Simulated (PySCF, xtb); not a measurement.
SbFBr2, SMILES [Br][Sb]([F])[Br].

GFN2-xTB in xtb at its own geometry gives an orbital gap of 3.99 eV and a dipole moment of 7.16 D.

The structure is a stationary point at PBE0-D3(BJ)/def2-SVP. The def2 effective core potentials stand for the cores of Sb; spin–orbit coupling is left out.

Question: What does PBE/def2-TZVP (PySCF) give? (Estimate from the structure and the level; the computed values follow.)

Answer: gap 4.39 eV (levels -7.32 and -2.92 eV), dipole 2.66 D.
